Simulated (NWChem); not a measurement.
System: C2H7AlCl3NSi; SMILES [CH3][Al]([CH3])[NH][Si](Cl)(Cl)Cl

Input file for NWChem:

```
start job
memory heap 200 mb stack 900 mb global 1100 mb
geometry units angstroms noautoz
  Si     0.011478     0.866249    -0.067706
  Cl    -1.194554     0.947352    -1.734009
  Cl    -1.242898     1.104823     1.547010
  Cl     1.294931     2.469432    -0.125680
  N      0.898772    -0.578375     0.014616
  Al     0.319157    -2.303713     0.088249
  C      1.685754    -3.694710     0.174952
  C     -1.611748    -2.569163     0.072019
  H      1.904458    -0.415464     0.022067
  H      2.715782    -3.304659     0.172908
  H      1.563975    -4.307205     1.084887
  H      1.591731    -4.389505    -0.677343
  H     -2.085695    -2.051691     0.923332
  H     -1.900970    -3.630590     0.118813
  H     -2.059225    -2.136627    -0.838922
end
basis spherical
  Si library 6-31g*
  Cl library 6-31g*
  N library 6-31g*
  Al library 6-31g*
  C library 6-31g*
  H library 6-31g*
end
dft
  xc xpbe96 cpbe96
  grid xcoarse
  iterations 150
  mulliken
end
task dft gradient
```

NWChem printed, in part:

```
             Northwest Computational Chemistry Package (NWChem) 7.3.0
             --------------------------------------------------------

 CS  symmetry detected

                             Geometry "geometry" -> ""
                             -------------------------

 Output coordinates in angstroms (scale by  1.889725989 to convert to a.u.)

  No.       Tag          Charge          X              Y              Z
 ---- ---------------- ---------- -------------- -------------- --------------
    1 Si                  14.0000     0.13623433     0.88711037     0.00000000
    2 Cl                  17.0000    -1.08026364     1.13154484    -1.64257564
    3 Cl                  17.0000    -1.08026364     1.13154484     1.64257564
    4 Cl                  17.0000     1.52625042     2.39994324     0.00000000
    5 N                    7.0000     0.92286690    -0.61695586     0.00000000
    6 Al                  13.0000     0.22674376    -2.30027970     0.00000000
    7 C                    6.0000     1.49525252    -3.78381026     0.00000000
    8 C                    6.0000    -1.71791251    -2.43231440     0.00000000
    9 H                    1.0000     1.93740073    -0.52357033     0.00000000
   10 H                    1.0000     2.54959562    -3.46528138     0.00000000
   11 H                    1.0000     1.34295064    -4.42920050     0.88218373
   12 H                    1.0000     1.34295064    -4.42920050    -0.88218373
   13 H                    1.0000    -2.14514581    -1.92610808     0.88224899
   14 H                    1.0000    -2.07895729    -3.47256091     0.00000000
   15 H                    1.0000    -2.14514581    -1.92610808    -0.88224899

 Effective nuclear repulsion energy (a.u.)     805.6557598700

      Symmetry information
      --------------------

 Group name             Cs
 Group number              2
 Group order               2
 No. of unique centers    12

  pbe96 is a nonlocal functional; adding pw91lda local functional.

                                 NWChem DFT Module
                                 -----------------

 Summary of "ao basis" -> "ao basis" (spherical)
 ------------------------------------------------------------------------------
       Tag                 Description            Shells   Functions and Types
 ---------------- ------------------------------  ------  ---------------------
 Si                          6-31g*                  8       18   4s3p1d
 Cl                          6-31g*                  8       18   4s3p1d
 N                           6-31g*                  6       14   3s2p1d
 Al                          6-31g*                  8       18   4s3p1d
 C                           6-31g*                  6       14   3s2p1d
 H                           6-31g*                  2        2   2s

      Symmetry analysis of basis
      --------------------------

        a'         97
        a"         49

            General Information
            -------------------
          SCF calculation type: DFT
          Wavefunction type:  closed shell.
          No. of atoms     :    15
          No. of electrons :   104
           Alpha electrons :    52
            Beta electrons :    52
          Charge           :     0
          Spin multiplicity:     1
          Use of symmetry is: on ; symmetry adaption is: on
          Maximum number of iterations: 150
          AO basis - number of functions:   146
                     number of shells:    72
          Convergence on energy requested:  1.00D-06
          Convergence on density requested:  1.00D-05
          Convergence on gradient requested:  5.00D-04

              XC Information
              --------------
          PerdewBurkeErnzerhof Exchange Functional  1.000
            Perdew 1991 LDA Correlation Functional  1.000 local
           PerdewBurkeErnz. Correlation Functional  1.000 non-local

             Grid Information
             ----------------
          Grid used for XC integration:  xcoarse
          Radial quadrature: Mura-Knowles
          Angular quadrature: Lebedev.
          Tag              B.-S. Rad. Rad. Pts. Rad. Cut. Ang. Pts.
          ---              ---------- --------- --------- ---------
          Si                  1.10       42          11.0       194
          Cl                  1.00       42          14.0       194
          N                   0.65       21          10.0       194
          Al                  1.25       42          11.0       194
          C                   0.70       21          13.0       194
          H                   0.35       21          14.0       194
          Grid pruning is: on
          Number of quadrature shells:   336
          Spatial weights used:  Erf1

      Superposition of Atomic Density Guess
      -------------------------------------

 Sum of atomic energies:       -2042.12958069

      Non-variational initial energy
      ------------------------------

 Total energy =   -2045.226305
 1-e energy   =   -4427.455353
 2-e energy   =    1576.573289
 HOMO         =      -0.332722
 LUMO         =       0.008912

      Symmetry analysis of molecular orbitals - initial
      -------------------------------------------------

  Numbering of irreducible representations:

     1 a'          2 a"

  Orbital symmetries:

     1 a'          2 a'          3 a"          4 a'          5 a'
     6 a'          7 a'          8 a'          9 a'         10 a'
    11 a"         12 a'         13 a'         14 a"         15 a'
    16 a"         17 a'         18 a"         19 a'         20 a"
    21 a'         22 a'         23 a'         24 a'         25 a"
    26 a'         27 a'         28 a"         29 a'         30 a'
    31 a'         32 a'         33 a'         34 a"         35 a'
    36 a'         37 a'         38 a"         39 a'         40 a'
    41 a"         42 a'         43 a"         44 a'         45 a"
    46 a'         47 a"         48 a'         49 a"         50 a'
    51 a"         52 a'         53 a'         54 a"         55 a'
    56 a'         57 a'         58 a'         59 a"         60 a'
    61 a'         62 a"

     ---------------------------------------------
      Total Density - Mulliken Population Analysis
     ---------------------------------------------

    Atom       Charge   Shell Charges
 -----------   ------   -------------------------------------------------------
    1 Si  14    12.54   2.00  2.00  5.97  0.80  1.19  0.06  0.27  0.25
    2 Cl  17    17.39   2.00  2.00  5.98  1.37  3.70  0.57  1.75  0.01
    3 Cl  17    17.39   2.00  2.00  5.98  1.37  3.70  0.57  1.75  0.01
    4 Cl  17    17.39   2.00  2.00  5.98  1.37  3.70  0.57  1.76  0.01
    5 N    7     8.27   2.00  0.83  2.70  0.82  1.91  0.01
    6 Al  13    11.90   2.00  2.00  5.97  0.75  0.74  0.17  0.12  0.15
    7 C    6     7.09   2.00  0.73  2.12  0.73  1.49  0.02
    8 C    6     7.09   2.00  0.73  2.12  0.73  1.50  0.02
    9 H    1     0.54   0.39  0.14
   10 H    1     0.74   0.45  0.29
   11 H    1     0.73   0.45  0.28
   12 H    1     0.73   0.45  0.28
   13 H    1     0.74   0.45  0.29
   14 H    1     0.74   0.45  0.29
   15 H    1     0.74   0.45  0.29

   convergence    iter        energy       DeltaE   RMS-Dens  Diis-err
 ---------------- ----- ----------------- --------- --------- ---------
 d= 0,ls=0.0,diis     1  -2046.6762211531 -2.85D+03  1.33D-02  1.18D+00
 d= 0,ls=0.0,diis     2  -2046.5417297849  1.34D-01  9.10D-03  2.01D+00
 d= 0,ls=0.0,diis     3  -2046.7886707417 -2.47D-01  2.18D-03  1.25D-01
 d= 0,ls=0.0,diis     4  -2046.7985264139 -9.86D-03  1.13D-03  3.98D-02
 d= 0,ls=0.0,diis     5  -2046.8038204379 -5.29D-03  1.49D-04  5.05D-04
  Resetting Diis
 d= 0,ls=0.0,diis     6  -2046.8038761843 -5.57D-05  5.14D-05  7.13D-05
 d= 0,ls=0.0,diis     7  -2046.8038853192 -9.13D-06  3.71D-05  7.95D-06
 d= 0,ls=0.0,diis     8  -2046.8038834630  1.86D-06  2.36D-05  2.12D-05
 d= 0,ls=0.0,diis     9  -2046.8038864211 -2.96D-06  2.58D-06  1.83D-07
 d= 0,ls=0.0,diis    10  -2046.8038864408 -1.97D-08  8.71D-07  3.21D-08

         Total DFT energy =    -2046.803886440784
      One electron energy =    -4433.345496413974
           Coulomb energy =     1724.758875741700
    Exchange-Corr. energy =     -143.873025638525
 Nuclear repulsion energy =      805.655759870015

 Numeric. integr. density =      104.002077510880

                  Occupations of the irreducible representations
                  ----------------------------------------------

[...]

                         DFT ENERGY GRADIENTS

    atom               coordinates                        gradient
                 x          y          z           x          y          z
   1 Si      0.257446   1.676396   0.000000    0.001884  -0.001832   0.000000
   2 Cl     -2.041402   2.138310  -3.104018    0.003332  -0.000545   0.004863
   3 Cl     -2.041402   2.138310   3.104018    0.003332  -0.000545  -0.004863
   4 Cl      2.884195   4.535235   0.000000   -0.004540  -0.004458   0.000000
   5 N       1.743966  -1.165878   0.000000    0.000219  -0.002591   0.000000
   6 Al      0.428484  -4.346898   0.000000    0.003029   0.006582   0.000000
   7 C       2.825618  -7.150365   0.000000   -0.003158   0.002435   0.000000
   8 C      -3.246384  -4.596408   0.000000    0.003644  -0.001130   0.000000
   9 H       3.661157  -0.989404   0.000000   -0.008640  -0.000086   0.000000
  10 H       4.818037  -6.548432   0.000000   -0.000941   0.000382   0.000000
  11 H       2.537809  -8.369975   1.667086   -0.000069   0.000405  -0.000779
  12 H       2.537809  -8.369975  -1.667086   -0.000069   0.000405   0.000779
  13 H      -4.053738  -3.639816   1.667209    0.000800   0.000114  -0.000768
  14 H      -3.928660  -6.562189   0.000000    0.000379   0.000748   0.000000
  15 H      -4.053738  -3.639816  -1.667209    0.000800   0.000114   0.000768
```

Level: PBE/6-31G* (spherical d). The geometry was optimised at PBE0/def2-SVP. No frequency run checked for a minimum.
